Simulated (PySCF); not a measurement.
# Computed properties of Ru(CO)3 (C₃O₃Ru), SMILES [Ru](<-[C-]#[O+])(<-[C-]#[O+])<-[C-]#[O+], multiplicity 1

Ru(CO)3 (C₃O₃Ru), SMILES [C-](->[Ru](<-[C-]#[O+])<-[C-]#[O+])#[O+], multiplicity 1. Coordinates come from a PBE0-D3(BJ)/def2-SVP optimisation. The spin state was assumed, not searched. The def2 effective core potentials stand for the cores of Ru; spin–orbit coupling is left out. The values are those of a single conformer. All values are computed for the isolated molecule unless a solvent is named; none is compared with measurement here.

**Structure.** The optimised structure has Cs symmetry. All 15 harmonic modes at PBE0-D3(BJ)/def2-SVP (PySCF) are real, so it is a minimum. With heavy atoms numbered as in [Ru:1](<-[C-:3]#[O+:2])(<-[C-:5]#[O+:4])<-[C-:7]#[O+:6], the shortest bond between them is O4–C5 at 1.146 Å and the longest Ru1–C5 at 1.915 Å.

**Vibrations.** The strongest infrared lines (harmonic, unscaled, degenerate partners summed) lie at 2103 cm⁻¹ (1853 km/mol, C 58 %, O 42 %), 2104 cm⁻¹ (793 km/mol, C 60 %, O 40 %), 2194 cm⁻¹ (160 km/mol, C 62 %, O 38 %). The softest mode is at 58 cm⁻¹ and the zero-point energy is 15.7 kcal/mol.

**Electronic structure.** M06-2X/def2-TZVP (PySCF) places the frontier levels at -7.77 and -2.22 eV, a gap of 5.55 eV, and gives a dipole moment of 2.69 D and a mean polarisability of 79.8 bohr³. PBE/def2-TZVP (PySCF) at the same geometry gives -5.44 and -4.09 eV, so its gap is 4.20 eV narrower. An orbital gap is neither the optical nor the fundamental gap.

**Excitations.** TDDFT-ωB97X/def2-SVPD (PySCF) has S1 at 1.31 eV (945 nm, f = 0.003, weak); the most intense of the 10 singlets computed lies at 3.78 eV (f = 0.09). T1 (TDA) is at 0.98 eV. TDDFT-PBE/def2-SVPD (PySCF) puts S1 at 1.48 eV.
